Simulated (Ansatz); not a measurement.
One change: `NC([SiH3])[AsH2]` becomes `N[SiH2]C(N)[SiH3]`.

Ansatz, PBE0-D4/def2-TZVP geometries, multiplicity 1. Each molecule was computed in one conformer, which needn't be the lowest.

Scalar relativity is left out up to krypton.

```csv
property,`NC([SiH3])[AsH2]`
HOMO–LUMO gap (PBE0/def2-TZVPP) / eV,7.08
LUMO energy (PBE/def2-TZVPP) / eV,-0.89
HOMO energy (PBE/def2-TZVPP) / eV,-5.70
HOMO energy (PBE0/def2-TZVPP) / eV,-7.14
size of the dipole moment (B3LYP/def2-TZVPP) / D,1.54
LUMO energy (ωB97M-V/def2-TZVPP) / eV,1.61
```

(1) What does the change do to each property? (An estimate is asked.)

Results:

(1) Ansatz gave: 
```json
{"property": "HOMO–LUMO gap (PBE0/def2-TZVPP) / eV", "`N[SiH2]C(N)[SiH3]`": "6.91", "shift": "-0.17"}
{"property": "LUMO energy (PBE/def2-TZVPP) / eV", "`N[SiH2]C(N)[SiH3]`": "-0.51", "shift": "0.38"}
{"property": "HOMO energy (PBE/def2-TZVPP) / eV", "`N[SiH2]C(N)[SiH3]`": "-5.27", "shift": "0.43"}
{"property": "HOMO energy (PBE0/def2-TZVPP) / eV", "`N[SiH2]C(N)[SiH3]`": "-6.59", "shift": "0.55"}
{"property": "size of the dipole moment (B3LYP/def2-TZVPP) / D", "`N[SiH2]C(N)[SiH3]`": "1.46", "shift": "-0.08"}
{"property": "LUMO energy (ωB97M-V/def2-TZVPP) / eV", "`N[SiH2]C(N)[SiH3]`": "1.87", "shift": "0.26"}
```

With PBE0 the HOMO rises by 0.55 eV and the LUMO rises by 0.38 eV, so the gap narrows by about 0.17 eV. PBE moves the HOMO by 0.43 eV and ωB97M-V by 0.39 eV. Dipoles are sizes alone; their direction can turn.

B3LYP here is the variant with VWN-RPA as its local correlation; programs differ in this.
